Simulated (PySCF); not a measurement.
**Ionisation energy of Ca¹⁸⁺ by level of theory**

Ca¹⁸⁺ 1s2 (1S) → Ca¹⁹⁺ 1s1 (2S), as a difference of total energies. Computed with PySCF 2.14 in an even-tempered Gaussian basis (15 s from 15 bohr⁻², ratio 2.2; 7 p from 23 bohr⁻², ratio 2.4; 4 d from 70 bohr⁻², ratio 2.4; 3 f from 100 bohr⁻², ratio 2.4; 3 g from 160 bohr⁻², ratio 2.4), with the non-relativistic Hamiltonian (point nucleus). Correlated levels: nothing frozen; virtual orbitals above 40 to 60 times the deepest correlated orbital energy dropped. The calculations carry no spin-orbit coupling.

```
                 method  ionisation energy (eV)
                    UHF                  5105.2
    MP2 (all electrons)                  5106.4
SCS-MP2 (all electrons)                  5106.6
   CCSD (all electrons)                  5106.4
```

These non-relativistic numbers lack the scalar-relativistic shift.

With two correlated electrons CCSD is exact in that space.

For comparison: 5128.9 eV (theoretical estimate listed by NIST; NIST Atomic Spectra Database, ionization energies).
